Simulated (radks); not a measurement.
Species: Pr+. Configuration: [Xe] 4f3 6s1.

All-electron calculation, scalar-relativistic Kohn-Sham, PBE, spin-unpolarised, spherical densities, point nucleus. Program: a radial shooting solver on a logarithmic mesh with Libxc functionals.

Energy parts (Ry):
| part | energy |
|---|---|
| total | -18474.2406 |
| kinetic | 19622.2031 |
| electron-nucleus | -44797.2390 |
| Hartree | 7132.0417 |
| exchange-correlation | -431.2463 |

Orbitals (lengths in bohr, moments of r in powers of bohr; r(90%) holds 90 % of the orbital's charge):
orbital  occ.  eigenvalue (Ry)   <1/r>  r(90%)
1s          2        -3073.963   64.70  0.0435
2s          2        -494.8786   14.93   0.159
2p          6        -442.8265   14.11   0.147
3s          2        -107.0966   5.432   0.400
3p          6        -90.61288   5.137   0.405
3d         10        -67.48188   4.874   0.387
4s          2        -21.62680   2.266   0.894
4p          6        -16.24308   2.088   0.959
4d         10         -8.54628   1.820    1.09
5s          2         -3.29896  0.8760    2.17
5p          6         -2.00792  0.7397    2.58
6s          1         -0.59396  0.3082    5.90
4f          3         -0.51666   1.185    2.10

The highest occupied level is 4f at -7.030 eV. The density falls to 0.001 e/bohr^3 at r = 4.63 bohr. For comparison, the ionisation energy in NIST's Atomic Spectra Database is 10.63 eV (semi-empirical). In exact Kohn-Sham theory the highest level is minus the ionisation energy, but local and semilocal functionals leave it too shallow, through self-interaction and a potential that decays too fast; potentials with the right tail come closer.

Beside tabulated values, note that spin-unpolarised runs miss the spin-polarisation part of the exchange energy of open shells.
